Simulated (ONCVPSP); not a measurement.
## Hg (Z = 80): excitation energies, all-electron against ONCV

```json
{
  "Element": "Hg (Z = 80)",
  "Generator": "ONCVPSP 4.0.1",
  "Type": "optimised norm-conserving Vanderbilt (ONCV)",
  "Functional": "PBE",
  "Relativity": "scalar-relativistic",
  "Frozen core": "[Kr] 4d10 4f14",
  "Valence charge": "20",
  "Reference configuration": "5s2 5p6 5d10 6s2",
  "Partial waves": "5s+6s: rc 1.35 bohr, ncon 4, nbas 7, qcut 7.3 1/bohr, 3 projectors, debl 1.4 Ha; 5p: rc 1.75 bohr, ncon 4, nbas 7, qcut 8.8 1/bohr, 2 projectors, debl 2.8 Ha; 5d: rc 1.75 bohr, ncon 4, nbas 8, qcut 7.2 1/bohr, 3 projectors, debl 0.8 Ha",
  "Local potential": "polynomial inside 0.85 bohr (lpopt 5, dvloc0 6 Ha)",
  "Core correction": "none"
}
```

Energies are relative to the spin-unpolarised reference configuration 5s2 5p6 5d10 6s2; without spin polarisation the order of configurations can differ from experiment.

Question: Give the all-electron excitation energy and the error of the potential for: 5s2 5p6 5d10 6s1; 5s2 5p6 5d10 6s0; 5s2 5p6 5d9 6s0; 5s1 5p6 5d10 6s2.

Answer:

| valence configuration | charge | ΔE all-electron (eV) | error AE − PS (meV) |
| --- | --- | --- | --- |
| 5s2 5p6 5d10 6s1 | +1 | 10.688 | -4.1 |
| 5s2 5p6 5d10 6s0 | +2 | 29.664 | -13 |
| 5s2 5p6 5d9 6s0 | +3 | 65.190 | -19 |
| 5s1 5p6 5d10 6s2 | +1 | 125.532 | -286 |

Levels in the configuration 5s2 5p6 5d10 6s0:

```json
{"level": "5s", "all-electron (eV)": "-137.400", "pseudo (eV)": "-137.448"}
{"level": "5p", "all-electron (eV)": "-85.786", "pseudo (eV)": "-85.804"}
{"level": "5d", "all-electron (eV)": "-28.782", "pseudo (eV)": "-28.779"}
```
